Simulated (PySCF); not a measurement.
Species: C3H2ClFSe.
Numbering: `[F:1]/[CH:2]=[C:3](/[Cl:4])[CH:5]=[Se:6]` (hydrogens: H7 on C2; H8 on C5)

Geometry (PBE0-D3(BJ)/def2-SVP, Å), atoms numbered from 1 in this order:
```xyz
8
C3H2ClFSe angstrom
F     -1.2114   -1.3992   -0.8275
C     -1.2064   -0.1896   -0.3346
C     -0.0929    0.4114    0.1467
Cl    -0.3236    2.0253    0.7663
C      1.2535   -0.1034    0.2071
Se     1.8523   -1.6852   -0.2986
H     -2.1832    0.3023   -0.3405
H      1.9653    0.6180    0.6298
```

Level of theory: EOM-IP-CCSD/aug-cc-pVDZ in PySCF, restricted Hartree–Fock reference, frozen core, non-relativistic, gas phase, PBE0-D3(BJ)/def2-SVP geometry.

Hartree–Fock orbital energies give these Koopmans values (eV): HOMO 9.02, HOMO-1 9.38, HOMO-2 11.84, HOMO-3 13.01, HOMO-4 14.17, HOMO-5 14.94, HOMO-6 16.44, HOMO-7 16.98.

Q: What vertical ionisation energies does EOM-IP-CCSD give?

A: 
| leading hole (HF orbital) | Koopmans (eV) | EOM-IP-CCSD (eV) | change (eV) | one-hole share |
| --- | --- | --- | --- | --- |
| HOMO | 9.02 | 8.46 | -0.56 | 0.95 |
| HOMO-1 | 9.38 | 9.39 | +0.01 | 0.96 |
| HOMO-2 | 11.84 | 11.29 | -0.55 | 0.94 |
| HOMO-3 | 13.01 | 11.92 | -1.09 | 0.95 |
| HOMO-4 | 14.17 | 13.11 | -1.06 | 0.94 |
| HOMO-5 | 14.94 | 13.66 | -1.28 | 0.92 |
| HOMO-6 | 16.44 | 14.21 | -2.23 | 0.92 |
| HOMO-7 | 16.98 | 15.45 | -1.53 | 0.93 |

Q: Does the order of the lines follow the orbital energies?

A: Yes, no two lines change places. The corrections run from -2.23 to +0.01 eV, with a mean of -1.04 eV over the 8 lines; EOM-IP-CCSD lies above the Koopmans value for HOMO-1.

Q: At what kinetic energies would He I light (21.22 eV) eject these electrons?

A: 12.76 eV (HOMO), 11.83 eV (HOMO-1), 9.93 eV (HOMO-2), 9.30 eV (HOMO-3), 8.11 eV (HOMO-4), 7.56 eV (HOMO-5), 7.01 eV (HOMO-6), 5.77 eV (HOMO-7).

Q: What total energy has the lowest final state, and which wavelength reaches it?

A: E(CCSD) + ionisation energy = -3074.40978 + 0.31086 = -3074.09892 Eh, at the geometry of the initial state. The threshold wavelength is 1239.84 eV nm/8.46 eV = 146.6 nm.

One root was sought for each valence orbital with −ε under 21 eV, eight at most, so deeper holes and satellites are missing; no vibrational structure.

One conformer stands for the species.
